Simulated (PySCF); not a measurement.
## Si (silicon, neutral) across methods

[Ne] 3s1 3p3, high-spin 5S determinant (an excited configuration). All numbers are calculated (PySCF 2.14, the non-relativistic Hamiltonian (point nucleus), in dyall-av2z).

```tsv
method	E (hartree)	mean ε 2p β (eV)	mean ε 3s α (eV)	mean ε 3p α (eV)	Σ⟨r²⟩ (bohr²)	⟨S²⟩
r2SCAN	-289.2092	-97.916	-13.181	-5.789	32.64	6.000
PW91	-289.2015	-96.043	-12.494	-5.491	32.83	6.000
wB97X-V	-289.1612	-103.17	-17.203	-8.697	32.86	6.000
UHF	-288.75384	-115.99	-19.721	-9.485	32.84	6.000
BP86	-289.2426	-96.136	-12.544	-5.542	32.92	6.000
LDA	-288.0554	-96.061	-12.467	-5.495	33.12	6.000
PBE	-289.0706	-95.877	-12.453	-5.462	32.87	6.000
PBE0	-289.1020	-101.17	-14.391	-6.564	32.65	6.000
B3LYP	-289.2278	-100.37	-13.858	-6.172	32.85	6.000
```
